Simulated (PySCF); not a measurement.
Electron correlation in F²⁺ (fluorine, charge +2)

[He] 2s2 2p3, high-spin 4S determinant. Computed with PySCF 2.14 in 6-31G* (3s2p1d, 14 functions), with the non-relativistic Hamiltonian (point nucleus). Frozen: 1s2; 5 electrons correlated.

MP2 pair energies summed by pair of shells (mhartree):

| pair | energy | share (%) |
| --- | --- | --- |
| 2s-2p | -32.52 | 70.4 |
| 2p-2p | -9.18 | 19.9 |
| 2s-2s | -4.51 | 9.8 |

Total MP2 correlation energy: -46.22 mhartree.

Same-spin part -11.35 and opposite-spin part -34.87 mhartree; SCS-MP2 scales them by 1/3 and 6/5 to -45.63 mhartree.

```
  level  correlation energy (mhartree)
   CCSD                         -58.45
    (T)                          -0.38
CCSD(T)                         -58.83
```

Diagnostics: T1 = 0.0039, D1 = 0.0064, largest double amplitude 0.033.

Cost of the coupled-cluster step: 0.11 s of wall time on 1 thread of Neoverse-N1 (shared host), for 5 correlated electrons.
